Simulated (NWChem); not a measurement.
System: CHCl2, doublet; SMILES [CH](Cl)Cl

Results from NWChem. Spin-unrestricted. In the optimisation the excess spin sits in a' (Cs, its own frame). Coordinates come from a PBE0/def2-SVP, spin-unrestricted optimisation. No stability test was run on the SCF state. Level: PBE/def2-SVP with COSMO at NWChem's default radii, gas-phase geometry; rows give the dielectric constant. Reactions with the solvent are ignored.

```
dielectric constant  electrostatic solvation energy (kcal/mol)  dipole in solution (D)
-------------------  -----------------------------------------  ----------------------
2.0                                                       -0.6                    0.88
2.4                                                       -0.7                    0.90
3.9                                                       -0.9                    0.94
4.8                                                       -0.9                    0.95
78.4                                                      -1.2                    1.01
```
